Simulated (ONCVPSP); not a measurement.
## What one change does to a pseudopotential (vanadium (V), ONCV)

vanadium, optimised norm-conserving Vanderbilt (ONCV), made with ONCVPSP 4.0.1 (LDA (Perdew-Zunger), fully relativistic). Core [Ar], reference 3d3 4s2. Waves: 4s: rc 2.85 bohr, ncon 3, nbas 8, qcut 2.3 1/bohr, 1 projector; p scattering state at 0.31 Ha: rc 2.65 bohr, ncon 4, nbas 8, qcut 2.5 1/bohr, 1 projector; 3d: rc 2.30 bohr, ncon 3, nbas 7, qcut 6.1 1/bohr, 2 projectors, debl 0.9 Ha; f scattering state at 0.31 Ha: rc 2.55 bohr, ncon 4, nbas 8, qcut 4.4 1/bohr, 2 projectors, debl 1.1 Ha. Local part: polynomial inside 2.15 bohr (lpopt 5, dvloc0 0 Ha). Core correction: none.

Open shells are filled in proportion to 2j + 1.

In the p channel the program set the typed energies aside and used 0.050 Ha (j = l + 1/2; the other j can differ).

All-electron outer shells of the reference configuration (LDA (Perdew-Zunger), scalar-relativistic, ld1.x):

```json
{"shell": "3p", "level (eV)": "-43.95", "outermost node (bohr)": "0.35", "outermost maximum (bohr)": "0.84"}
{"shell": "3d", "level (eV)": "-5.38", "outermost node (bohr)": "–", "outermost maximum (bohr)": "0.88"}
{"shell": "4s", "level (eV)": "-4.85", "outermost node (bohr)": "1.17", "outermost maximum (bohr)": "2.72"}
```

Change: d: qcut 8.9.

Cutoffs: the cutoffs (Ha) at which the residual kinetic energy of the hardest occupied pseudo-wave falls to 1 and 0.1 mHa per electron; they do not see the model core or the augmentation charge, which bear on the density cutoff. Errors are all-electron minus pseudo energies relative to the spin-unpolarised reference configuration.

What does the change do?

The potential gets harder (15 Ha and 17 Ha → 23 Ha and 27 Ha); of the 4 tests that both files solve, the error grows in 0 and shrinks in 1 by more than 15 % and 0.3 meV (median size 38.2 → 36.8 meV); neither file shows a bound ghost. The waves are optimised to have the least kinetic energy above qcut, so the cutoff follows it (qcut²/2 in Ha).

```csv
quantity,base,changed
"cutoff, loose",15 Ha,23 Ha
"cutoff, tight",17 Ha,27 Ha
loose cutoff by channel,"s 2.5 Ha, d 15 Ha","s 2.5 Ha, d 23 Ha"
bound ghosts,none,none
GHOST(+) flags under 300 eV,s at 7.4 eV,s at 7.4 eV
"error for 3d3 4s1, meV [ΔE 7.94 eV]",+16,+15
"error for 3d3 4s0, meV [ΔE 22.49 eV]",+60,+59
"error for 3d2 4s0, meV [ΔE 51.64 eV]",+324,+165
"error for 3d3 4s0 4p2, meV [ΔE 7.00 eV]",-0.9,+1.2
s: phases at 2.89 bohr within 0.05 rad from the reference energy up to (Ha; the scan ends near 5),0.1,0.1
p3/2: phases at 2.69 bohr within 0.05 rad from the reference energy up to (Ha; the scan ends near 5),0.6,0.6
p1/2: phases at 2.69 bohr within 0.05 rad from the reference energy up to (Ha; the scan ends near 5),0.7,0.7
d5/2: phases at 2.33 bohr within 0.05 rad from the reference energy up to (Ha; the scan ends near 5),3.6,4.0
d3/2: phases at 2.33 bohr within 0.05 rad from the reference energy up to (Ha; the scan ends near 5),3.6,4.0
f7/2: phases at 2.59 bohr within 0.05 rad from the reference energy up to (Ha; the scan ends near 5),3.3,3.3
f5/2: phases at 2.59 bohr within 0.05 rad from the reference energy up to (Ha; the scan ends near 5),3.3,3.3
```

Base: These tests converged, but a pseudo level misses the all-electron one widely, so the file describes the atom poorly there or has found another state: 3d3 4s0 4p2: empty 4s by 11.5 eV. Changed file: These tests converged, but a pseudo level misses the all-electron one widely, so the file describes the atom poorly there or has found another state: 3d3 4s0 4p2: empty 4s by 11.5 eV.
